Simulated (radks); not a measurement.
Q: Radial electron density D(r) = 4 pi r^2 rho(r) of an atom or ion with 14 electrons. Calculated with a radial shooting solver on a logarithmic mesh with Libxc functionals: scalar-relativistic Kohn-Sham, PBE, spin-polarised, spherical densities, finite nucleus; Fermi nuclear charge, rms radius of each element as measured or else 0.836 A^(1/3) + 0.57 fm.

```
   r/bohr * D(r) (the largest magnitude, 39.3, reaches the edge; | marks zero)
 0.005886 |       *
 0.007364 |          *
 0.009213 |               *
  0.01153 |                    *
  0.01442 |                           *
  0.01804 |                                  *
  0.02257 |                                         *
  0.02824 |                                              *
  0.03533 |                                                *
   0.0442 |                                               *
  0.05529 |                                           *
  0.06862 |                                      *
  0.08585 |                                      *
   0.1074 |                                           *
   0.1344 |                                                   *
   0.1681 |                                                      *
   0.2103 |                                               *
   0.2631 |                                *
   0.3292 |                  *
   0.4118 |            *
   0.5152 |            *
   0.6395 |          *
      0.8 |     *
    1.001 | *
    1.252 *
    1.567 *
     1.96 *
```

What is the nuclear charge?

A: Z = 29. The innermost maximum, from 1s, lies near gamma/Z bohr with gamma = sqrt(1 - (Z/c)^2) = 0.977, here 0.0337 bohr (found: 0.0362), and its height grows with Z. The density is that of the copper ion Cu15+ in [Ne] 3s2 3p2; the configuration itself is not fixed sharply by these data, and Z only to about a unit. D(r) has 3 maxima, at r = 0.0362, 0.163, 0.507 bohr, and minima at 0.0786, 0.446 bohr, inside which lie 2.10, 10.64 electrons.
